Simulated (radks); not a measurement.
Results of a calculation; reference values are marked as such.
Task: Coherent X-ray form factor from a spherical all-electron density. Code: a radial shooting solver on a logarithmic mesh with Libxc functionals. Model: scalar-relativistic Kohn-Sham, r2SCAN, spin-unpolarised, spherical densities, finite nucleus; meta-GGA in the generalised Kohn-Sham scheme; Fermi nuclear charge, rms radius of each element as measured or else 0.836 A^(1/3) + 0.57 fm.

sin(theta)/lambda (1/angstrom),f0 (electrons)
0.05,52.925
0.1,50.150
0.15,46.620
0.2,43.114
0.25,39.980
0.3,37.253
0.4,32.662
0.5,28.779
0.6,25.468
0.8,20.611
1,17.572
1.25,14.864
1.5,12.470
2,8.532

The species is in the configuration that NIST lists as its ground one. Which atom or ion scatters so?

Result: Neutral xenon, [Xe]. Extrapolating in s^2 from the first two rows gives f0(0) = 53.9, near the electron count 54; among species with that count, the fall with angle is slower the higher Z, and the table is that of Z = 54; from so few rows the species is fixed only to a neighbour or two.
